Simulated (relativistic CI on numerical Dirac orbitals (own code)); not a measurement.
Calculated at this level of theory: Dirac-Coulomb-Breit CI, orbitals from a KLI potential per configuration, model QED (radiative potential, 1s self-energy scaled to tabulated hydrogen-like ionisation energies), unscaled Slater integrals (own radial code, finite nucleus).

The strongest absorption lines from the ground level of an ion, among the configurations computed and to levels below about 307 eV (vacuum wavelength in Å, gf): 88.354 (0.0052), 97.765 (0.0014), 104.79 (0.061), 107.12 (0.59), 118.77 (0.14), 137.03 (0.034), 163.75 (0.1).

Problem. Which ion is it?
A. Rb XXII
B. Nb XXVIII
C. Rb XXIV
D. As XX

Solution. C. Rb XXIV has 14 electrons and the ground level 3s²3p² ³P0; the strongest line goes to 3s²3p3d ³D°1. The pattern of lines fixes the number of electrons, and along that sequence the line energies rise steadily with the charge (about as its square where n changes within one kind of shell, about linearly where n is kept but much faster in heavy ions where fine structure, which grows about as Z⁴, sets the gap, and irregularly where shells cross), which fixes Z. Configurations outside the model, such as inner-shell arrays, can give stronger lines. At this charge energies of transitions that change n are usually good to better than 1 %, and those within a shell (Δn = 0) to a few per cent.

LS names give the leading component of a level, which can be under half, so a name can repeat, a term be missing and a line seem to break the LS rules.
